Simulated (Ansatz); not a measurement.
Ansatz (an electronic-structure program) input:

Ansatz 0.2 input:
```yaml
crystal:
  periodic: [false, false, false]
  atoms:
    - {symbol: Si, position_ang: [-0.70016346, -0.16417063, -0.57327755]}
    - {symbol: C, position_ang: [-1.70021261, 1.40715474, -0.88864656]}
    - {symbol: C, position_ang: [-1.22239676, -1.18630880, 0.92308037]}
    - {symbol: N, position_ang: [1.01541601, 0.53887156, -0.05895968]}
    - {symbol: Si, position_ang: [2.43043561, -0.59224909, 0.38488454]}
    - {symbol: H, position_ang: [-0.30641488, -0.91250671, -1.76239155]}
    - {symbol: H, position_ang: [-2.69420230, 1.15666782, -1.24831823]}
    - {symbol: H, position_ang: [-1.24670073, 2.04872800, -1.64161649]}
    - {symbol: H, position_ang: [-1.83430867, 2.00121289, 0.01415653]}
    - {symbol: H, position_ang: [-2.23279854, -1.56291666, 0.78910701]}
    - {symbol: H, position_ang: [-0.57996902, -2.04985788, 1.07692787]}
    - {symbol: H, position_ang: [-1.22254947, -0.60316118, 1.84226573]}
    - {symbol: H, position_ang: [1.31608881, 1.13923855, -0.82402909]}
    - {symbol: H, position_ang: [2.48155038, -1.48115731, -0.76487343]}
    - {symbol: H, position_ang: [3.54657043, 0.33481232, 0.51752024]}
    - {symbol: H, position_ang: [1.96524065, -1.18518505, 1.62960947]}
    - {symbol: H, position_ang: [0.85352090, 1.17478933, 0.71971628]}
basis:
  gaussian:
    orbitals: def2-TZVP
hamiltonian:
  xc: b3lyp
  dispersion: d3bj
total_charge: 1
relax: {f_tol: 0.002, max_steps: 150}
```

**Question.** Predict the final energy.

**Answer.** -717.14517 Eh (B3LYP-D3(BJ)/def2-TZVP). The basis has 239 functions.

It need not be the lowest isomer of its formula.
